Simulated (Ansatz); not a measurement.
One geometry of ZnSn₁₂⁺, several levels of theory.

```yaml
crystal:
  periodic: [false, false, false]
  atoms:
    - {symbol: Zn, position_ang: [-0.760089, 0.211672, 2.142072]}
    - {symbol: Sn, position_ang: [1.460956, -0.976462, 0.702020]}
    - {symbol: Sn, position_ang: [-0.312309, -3.469353, 0.369818]}
    - {symbol: Sn, position_ang: [-2.515149, -2.023392, 2.249629]}
    - {symbol: Sn, position_ang: [0.594261, 3.044328, -1.197363]}
    - {symbol: Sn, position_ang: [0.318361, -2.170212, 3.263445]}
    - {symbol: Sn, position_ang: [1.245748, 2.036505, 1.590293]}
    - {symbol: Sn, position_ang: [-1.689946, 1.178535, -2.572082]}
    - {symbol: Sn, position_ang: [0.748097, -1.429067, -2.288564]}
    - {symbol: Sn, position_ang: [-1.774201, 2.193987, 0.505516]}
    - {symbol: Sn, position_ang: [1.305432, 1.294996, -3.462365]}
    - {symbol: Sn, position_ang: [3.040121, 0.927920, -0.884433]}
    - {symbol: Sn, position_ang: [-1.661263, -0.819468, -0.417986]}
basis:
  gaussian: {orbitals: STO-3G}
total_charge: 1
magnetization: {spin_polarized: true, initial_magnetization: 1}
hamiltonian: {xc: hf}
scf: {omitted_lower_state_checks: [starts]}
output: {orbitals: {seedname: orbitals}}
```

The file start.molden holds the orbitals of an earlier run on this structure, at another level or in another basis.

```sh
$ ansatz run in.yaml --threads 2 --pin off --events-out ev --progress --plain --max-ram 22528MiB --backend cuda --devices 0, --max-vram 18GiB
```

Shortened log:

```
Functional definition: HF
4538 factors; integrals over basis functions are off by at most 2.0e-4 eV
mean field evaluation 1: about -1993898.7859 eV, gradient 2.9e2 eV
mean field evaluation 2: about -1993899.2897 eV, gradient 2.9e2 eV
mean field evaluation 4: about -1992509.9272 eV, gradient 2.6e2 eV
mean field evaluation 8: about -1995051.0890 eV, gradient 2.2e1 eV
mean field evaluation 16: about -1995060.4416 eV, gradient 8.8e-1 eV
mean field evaluation 32: about -1995063.3137 eV, gradient 1.4e0 eV
mean field -1995063.46197616 eV, -73317.2299250396 hartree, gradient 9.0e-6 eV, S^2 2.979022; 0 other end points of the search recorded, 0 dependent functions left out
reference -1995063.46197616 eV, -73317.2299250396 hartree; 315, 314 occupied and 27, 28 virtual orbitals, 4538 factors
Total energy: -1995063.46197616 eV, -73317.2299250396 hartree
Checks for a lower state left out: starts
```

Hardware: 2 threads of AMD EPYC 7R13 on a shared host and a share (18 GiB) of an NVIDIA H100 80GB HBM3. Wall time 70 s, peak host memory 1.2 GiB.

First input, but with `gaussian: {orbitals: def2-TZVP, fitting: {mean_field: def2-universal-jkfit}, initial_orbitals: start.molden}`, `hamiltonian: {xc: r2scan, dispersion: d4}` (abridged; 8.5 s):

```
Functional definition: r2SCAN
mean field -118433.92263331 eV, -4352.3663793782 hartree, gradient 2.8e-5 eV, S^2 0.765908
Total energy: -118434.31309828 eV, -4352.3807287013 hartree
Checks for a lower state left out: starts
```

First input, but with `gaussian: {orbitals: def2-SVP, initial_orbitals: start.molden}`, `hamiltonian: {xc: pbe, dispersion: d4}` (abridged; 4.6 s):

```
Functional definition: PBE
mean field -118392.19708441 eV, -4350.8329937386 hartree, gradient 2.1e-5 eV, S^2 0.753688
Total energy: -118394.07234118 eV, -4350.9019081538 hartree
Checks for a lower state left out: starts
```

First input, but with `gaussian: {orbitals: def2-TZVP, fitting: {mean_field: def2-universal-jkfit}, initial_orbitals: start.molden}`, `hamiltonian: {xc: {name: B97M-V}}` (abridged; 12 s):

```
Functional definition: B97M-V
mean field -118396.25230954 eV, -4350.9820205136 hartree, gradient 1.8e-5 eV, S^2 0.755618
Total energy: -118396.25239334 eV, -4350.9820235929 hartree
Checks for a lower state left out: starts
```

First input, but with `gaussian: {orbitals: def2-SVP, initial_orbitals: start.molden}`, `correlation: {method: mp2, frozen_orbitals: {Sn: 4, Zn: 9}}` and without the key `hamiltonian` (abridged; 9.5 s):

```
Functional definition: HF
mean field -118039.59509453 eV, -4337.8751096128 hartree, gradient 3.5e-6 eV, S^2 0.872809
57 core orbitals not correlated: weight in the atoms' cores, before any rotation towards them, 1.000 or more for the frozen orbitals, at most 0.000 for the correlated occupied ones
second order -46.18607807 eV of doubles, -0.00000000 eV of singles
Total energy: -118085.78117260 eV, -4339.5724166757 hartree
Checks for a lower state left out: starts
```

As the first input, with `gaussian: {orbitals: def2-TZVP, fitting: {mean_field: def2-universal-jkfit}, initial_orbitals: start.molden}`, `hamiltonian: {xc: pbe0, dispersion: d4}` (abridged; 12 s):

```
Functional definition: PBE0
mean field -118403.06515547 eV, -4351.2323879833 hartree, gradient 1.0e-5 eV, S^2 0.764469
Total energy: -118404.75307082 eV, -4351.2944177285 hartree
Checks for a lower state left out: starts
```

The first input with `gaussian: {orbitals: def2-SVP, initial_orbitals: start.molden}`, `hamiltonian: {xc: pbe0, dispersion: d4}` (abridged; 9 s):

```
Functional definition: PBE0
mean field -118394.28741579 eV, -4350.9098120001 hartree, gradient 2.6e-5 eV, S^2 0.763603
Total energy: -118395.97532136 eV, -4350.9718413855 hartree
Checks for a lower state left out: starts
```

Geometry: PBE-D4/def2-SVP.

In the def2 sets Sn takes a core potential, while STO-3G treats all electrons; there is no spin–orbit coupling. Correlated methods freeze 57 core orbitals; core or outer-core shells of Sn are correlated, in sets that lack core-valence functions. Single mean-field runs in def2-TZVP are fitted with def2-universal-jkfit. At HF/STO-3G, MP2/def2-SVP the charge 1 doublet is spin-contaminated (final ⟨S²⟩ up to 2.98, 0.75 for a pure state). Another isomer (doublet) lies 0.25 eV lower at PBE0-D4/def2-TZVP; other spin states weren't run for this one.
